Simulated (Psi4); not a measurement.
fluorine atom (F), doublet; Psi4 1.11 with B3LYP/def2-SVP.

Psi4 was given this input:
```
memory 2 GB

molecule {
0 2
  F     0.00000000    0.00000000    0.00000000
}

set basis def2-svp
set reference uks

energy('b3lyp')
print_variables()
```

Task: Write the output that Psi4 gives for this input, abridged.

Result: 
```
   => Loading Basis Set <=

    Name: DEF2-SVP
    Role: ORBITAL
    Keyword: BASIS

         ---------------------------------------------------------
                                   SCF
               by Justin Turney, Rob Parrish, Andy Simmonett
                          and Daniel G. A. Smith
                              UKS Reference
         ---------------------------------------------------------

  ==> Geometry <==

    Molecular point group: d2h
    Geometry (in Angstrom), charge = 0, multiplicity = 2:

       Center              X                  Y                   Z               Mass
    ------------   -----------------  -----------------  -----------------  -----------------
         F            0.000000000000     0.000000000000     0.000000000000    18.998403162730

  Running in d2h symmetry.

  Rotational constants: A = ************  B = ************  C = ************ [cm^-1]
  Rotational constants: A = ************  B = ************  C = ************ [MHz]
  Nuclear repulsion =    0.000000000000000

  Charge       = 0
  Multiplicity = 2
  Electrons    = 9
  Nalpha       = 5
  Nbeta        = 4

  ==> Algorithm <==

  SCF Algorithm Type is DF.
  DIIS enabled.
  MOM disabled.
  Fractional occupation disabled.
  Guess Type is CORE.
  Energy threshold   = 1.00e-06
  Density threshold  = 1.00e-06
  Integral threshold = 1.00e-12

  ==> Primary Basis <==

  Basis Set: DEF2-SVP
    Blend: DEF2-SVP
    Number of shells: 6
    Number of basis functions: 14
    Number of Cartesian functions: 15
    Spherical Harmonics?: true
    Max angular momentum: 2

  ==> DFT Potential <==

   => LibXC <=

    Version 7.1.2
    S. Lehtola, C. Steigemann, M. J. T. Oliveira, and M. A. L. Marques,  SoftwareX 7, 1–5 (2018) (10.1016/j.softx.2017.11.002)

   => Composite Functional: B3LYP <=

    B3LYP Hyb-GGA Exchange-Correlation Functional

    P. J. Stephens, F. J. Devlin, C. F. Chabalowski, and M. J. Frisch,  J. Phys. Chem. 98, 11623 (1994) (10.1021/j100096a001)

    Deriv               =              1
    GGA                 =           TRUE
    Meta                =          FALSE

    Exchange Hybrid     =           TRUE
    MP2 Hybrid          =          FALSE

   => Exchange Functionals <=

    0.0800   Slater exchange
    0.7200         Becke 88

   => Exact (HF) Exchange <=

    0.2000               HF

   => Correlation Functionals <=

    0.1900   Vosko, Wilk & Nusair (VWN5_RPA)
    0.8100   Lee, Yang & Parr

   => LibXC Density Thresholds  <==

    XC_HYB_GGA_XC_B3LYP:  1.00E-15

   => Molecular Quadrature <=

    Radial Scheme          =       TREUTLER
    Pruning Scheme         =           NONE
    Nuclear Scheme         =       TREUTLER

    Blocking Scheme        =         OCTREE
    BS radius alpha        =              1
    Pruning alpha          =              1
    Radial Points          =             75
    Spherical Points       =            302
    Total Points           =          20838
    Total Blocks           =            209
    Max Points             =            256
    Max Functions          =             14
    Weights Tolerance      =       1.00E-15

   => Loading Basis Set <=

    Name: (DEF2-SVP AUX)
    Role: JKFIT
    Keyword: DF_BASIS_SCF

  ==> Integral Setup <==

  SCF_SUBTYPE=INCORE selected. In-core MEM_DF algorithm will be used.
  Using in-core AOs.

  ==> MemDFJK: Density-Fitted J/K Matrices <==

    J tasked:                   Yes
    K tasked:                   Yes
    wK tasked:                   No
    Algorithm:                 Core
    Schwarz Cutoff:           1E-12
    Mask sparsity (%):       0.0000
    Fitting Condition:        1E-10

   => Auxiliary Basis Set <=

  Basis Set: (DEF2-SVP AUX)
    Blend: DEF2-UNIVERSAL-JKFIT
    Number of shells: 25
    Number of basis functions: 77
    Number of Cartesian functions: 93
    Spherical Harmonics?: true
    Max angular momentum: 4

  Minimum eigenvalue in the overlap matrix is 1.8944998630E-01.
  Reciprocal condition number of the overlap matrix is 9.8293380612E-02.
    Using symmetric orthogonalization.

  ==> Pre-Iterations <==

  SCF Guess: Core (One-Electron) Hamiltonian.

   -------------------------------------------------------
    Irrep   Nso     Nmo     Nalpha   Nbeta   Ndocc  Nsocc
   -------------------------------------------------------
     Ag         5       5       2       2       2       0
     B1g        1       1       0       0       0       0
     B2g        1       1       0       0       0       0
     B3g        1       1       0       0       0       0
     Au         0       0       0       0       0       0
     B1u        2       2       1       0       0       1
     B2u        2       2       1       1       1       0
     B3u        2       2       1       1       1       0
   -------------------------------------------------------
    Total      14      14       5       4       4       1
   -------------------------------------------------------

  ==> Iterations <==

                           Total Energy        Delta E     RMS |[F,P]|

   @DF-UKS iter   1:   -95.80601084098026   -9.58060e+01   3.59140e-01 ADIIS
   @DF-UKS iter   2:   -96.88887978694970   -1.08287e+00   4.37442e-01 ADIIS
   @DF-UKS iter   3:   -99.53863763848739   -2.64976e+00   8.72335e-02 ADIIS/DIIS
   @DF-UKS iter   4:   -99.57619508141404   -3.75574e-02   7.20044e-02 ADIIS/DIIS
   @DF-UKS iter   5:   -99.63983340776771   -6.36383e-02   7.11336e-03 ADIIS/DIIS
   @DF-UKS iter   6:   -99.64047561918514   -6.42211e-04   4.08419e-04 ADIIS/DIIS
   @DF-UKS iter   7:   -99.64047774290516   -2.12372e-06   1.73815e-05 DIIS
   @DF-UKS iter   8:   -99.64047774673963   -3.83447e-09   2.47915e-07 DIIS
  Energy and wave function converged.

  ==> Post-Iterations <==

   Electrons on quadrature grid:
      Nalpha   =    5.0000000000 ; deviation = -4.824e-12
      Nbeta    =    4.0000000000 ; deviation = -4.814e-12
      Ntotal   =    9.0000000000 ; deviation = -9.638e-12

   @Spin Contamination Metric:   9.667500771E-04
   @S^2 Expected:                7.500000000E-01
   @S^2 Observed:                7.509667501E-01
   @S   Expected:                5.000000000E-01
   @S   Observed:                5.000000000E-01

    Orbital Energies [Eh]
    ---------------------

    Alpha Occupied:

       1Ag   -24.771240     2Ag    -1.187643     1B1u   -0.543834
       1B3u   -0.454311     1B2u   -0.454311

    Alpha Virtual:

       3Ag     1.007662     2B1u    1.037645     2B3u    1.092984
       2B2u    1.092984     4Ag     2.953093     1B3g    2.973632
       1B2g    2.973632     1B1g    3.038884     5Ag     3.038884

    Beta Occupied:

       1Ag   -24.740005     2Ag    -1.097505     1B3u   -0.422675
       1B2u   -0.422675

    Beta Virtual:

       1B1u   -0.248177     3Ag     1.047768     2B3u    1.110989
       2B2u    1.110989     2B1u    1.149353     1B1g    3.052423
       4Ag     3.052423     1B3g    3.060873     1B2g    3.060873
       5Ag     3.078172

    Final Occupation by Irrep:
             Ag   B1g   B2g   B3g    Au   B1u   B2u   B3u
    DOCC [     2,    0,    0,    0,    0,    0,    1,    1 ]
    SOCC [     0,    0,    0,    0,    0,    1,    0,    0 ]
    NA   [     2,    0,    0,    0,    0,    1,    1,    1 ]
    NB   [     2,    0,    0,    0,    0,    0,    1,    1 ]

  @DF-UKS Final Energy:   -99.64047774673963

   => Energetics <=

    Nuclear Repulsion Energy =              0.0000000000000000
    One-Electron Energy =                -139.1702575627241458
    Two-Electron Energy =                  47.9139748890192507
    DFT Exchange-Correlation Energy =      -8.3841950730347499
    Empirical Dispersion Energy =           0.0000000000000000
    VV10 Nonlocal Energy =                  0.0000000000000000
    Total Energy =                        -99.6404777467396485

  UHF NO Occupations:
  HONO-2 :    1B3u 1.9999426
  HONO-1 :    2 Ag 1.9996314
  HONO-0 :    1B1u 1.0000000
  LUNO+0 :    3 Ag 0.0003686
  LUNO+1 :    2B3u 0.0000574
  LUNO+2 :    2B2u 0.0000574
  LUNO+3 :    4 Ag 0.0000000

Computation Completed

Properties will be evaluated at   0.000000,   0.000000,   0.000000 [a0]

Properties computed using the SCF density matrix

 Multipole Moments:

 ------------------------------------------------------------------------------------
     Multipole            Electronic (a.u.)      Nuclear  (a.u.)        Total (a.u.)
 ------------------------------------------------------------------------------------

 L = 1.  Multiply by 2.5417464519 to convert [e a0] to [Debye]
 Dipole X            :          0.0000000            0.0000000            0.0000000
 Dipole Y            :          0.0000000            0.0000000            0.0000000
 Dipole Z            :          0.0000000            0.0000000            0.0000000
 Magnitude           :                                                    0.0000000

 ------------------------------------------------------------------------------------

  Variable Map:
  ----------------------------------------------------------------------------
  "CURRENT ENERGY"              =>     -99.640477746740
  "CURRENT REFERENCE ENERGY"    =>     -99.640477746740
  "DD SOLVATION ENERGY"         =>       0.000000000000
  "DFT FUNCTIONAL TOTAL ENERGY" =>     -99.640477746740
  "DFT TOTAL ENERGY"            =>     -99.640477746740
  "DFT VV10 ENERGY"             =>       0.000000000000
  "DFT XC ENERGY"               =>      -8.384195073035
  "GRID ELECTRONS ALPHA"        =>       4.999999999995
  "GRID ELECTRONS BETA"         =>       3.999999999995
  "GRID ELECTRONS TOTAL"        =>       8.999999999990
  "NUCLEAR REPULSION ENERGY"    =>       0.000000000000
  "ONE-ELECTRON ENERGY"         =>    -139.170257562724
  "PCM POLARIZATION ENERGY"     =>       0.000000000000
  "PE ENERGY"                   =>       0.000000000000
  "SCF ITERATION ENERGY"        =>     -99.640477746740
  "SCF ITERATIONS"              =>       8.000000000000
  "SCF TOTAL ENERGY"            =>     -99.640477746740
  "TWO-ELECTRON ENERGY"         =>      47.913974889019
  "XC GRID RADIAL POINTS"       =>      75.000000000000
  "XC GRID SPHERICAL POINTS"    =>     302.000000000000
  "XC GRID TOTAL POINTS"        =>   20838.000000000000

  Array Variable Map:
  ----------------------------------------------------------------------------
  "CURRENT DIPOLE"              =>       0.000000000000 ... 0.000000000000 1 by 3
  "SCF DIPOLE"                  =>       0.000000000000 ... 0.000000000000 1 by 3
  "SCF TOTAL ENERGIES"          =>     -95.806010840980 ... -99.640477746740 1 by 8
```
